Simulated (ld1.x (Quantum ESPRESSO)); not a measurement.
# What the settings do to the TM potential of gold

Base potential:

- Element: Au (Z = 79)
- Generator: ld1.x (Quantum ESPRESSO) 7.5
- Type: norm-conserving Troullier–Martins (Kleinman–Bylander form)
- Functional: Wu–Cohen
- Relativity: scalar-relativistic
- Frozen core: [Kr] 4d10 4f14
- Valence charge: 19
- Reference configuration: 5s2 5p6 5d10 6s1 6p0
- Partial waves: 5p (bound): rc 1.10 bohr; 5d (bound): rc 1.60 bohr; 5s (bound): rc 1.40 bohr
- Local potential: the s channel
- Core correction: none

Occupied shells without a wave of their own: 6s. They enter only through the test configuration that unscreens the potential.

Cutoffs, loose and tight: the cutoffs (Ry, on a coarse ladder) from which the occupation-weighted sum of valence levels, in a spherical-Bessel basis at the reference potential, stays within 10 and 1 mRy of its value at 400 Ry. They do not see the model core or the augmentation charge, which bear on the density cutoff. Test errors are all-electron minus pseudo excitation energies from the reference, over the configurations 5s2 5p6 5d10 6s0 6p0; 5s2 5p6 5d9 6s0 6p0; 5s2 5p6 5d8 6s0 6p0; 5s2 5p5 5d10 6s1 6p0; 5s2 5p6 5d7 6s0 6p0; 5s2 5p6 5d9 6s1 6p0; 5s2 5p6 5d9 6s1 6p1. A dash means not determined; rows that change the core or the reference have their own tests.

On the changes marked as counting shells twice: ld1.x takes every shell without a wave as core, so the model core holds the marked electrons as well and exchange and correlation see them twice. This cancels in the reference configuration, but the file is broken for other ones, and its errors say nothing about a proper core correction.

```tsv
change	outcome	cutoff, loose	cutoff, tight	bound ghosts	largest test error (meV)
base	generated, misses its reference levels by 1.71 eV	140 Ry	230 Ry	none	-4619
functional LDA (PZ)	generated, misses its reference levels by 1.71 eV	140 Ry	230 Ry	none	-4605
wave 5s (bound): rc 1.40 bohr becomes 5s (bound): rc 0.88 bohr	generated	200 Ry	260 Ry	none	-403
core correction a·sin(br)/r model core inside 1.20 bohr (6s counted twice)	generated, misses its reference levels by 1.71 eV	140 Ry	230 Ry	none	-5226
type PAW; waves now 5s (bound): rcut 1.20, rcutus 1.40 bohr; 6s (bound): rcut 1.20, rcutus 1.40 bohr; 5p (bound): rc 1.10 bohr; 6p (bound): rc 1.10 bohr; 5d (bound): rcut 1.40, rcutus 1.60 bohr; 5d channel at 0.15 Ry: rcut 1.40, rcutus 1.60 bohr; local potential all-electron potential smoothed inside 1.05 bohr (lloc = -2); core correction a·sin(br)/r model core, default radius (ld1.x builds one for every PAW set, though the input has nlcc=.false.); augmentation PSQ, inside the norm-conserving radii	failed: invmat: error in DGETRF	–	–	–	–
wave 5p (bound): rc 1.10 bohr becomes 5p (bound): rc 1.50 bohr	generated, misses its reference levels by 1.71 eV	90 Ry	140 Ry	none	-4615
wave 5d (bound): rc 1.60 bohr becomes 5d (bound): rc 1.18 bohr	generated, misses its reference levels by 1.71 eV	140 Ry	230 Ry	none	-4615
```

Q: What comes out with this change to the base: local potential all-electron potential smoothed inside 1.15 bohr (lloc = -1)?

A: outcome: failed: run_pseudo: Errors in PS-KS equation. Cause: the pseudo-atom solver did not find the valence states with the expected number of nodes, which is the usual sign of a ghost state.

Q: What comes out with this change to the base: all radii scaled by about 0.96 (s 1.34, p 1.06, d 1.52 bohr)?

A: outcome: generated, misses its reference levels by 1.15 eV; cutoff, loose: 160 Ry; cutoff, tight: 230 Ry; bound ghosts: none; largest test error (meV): -3198.
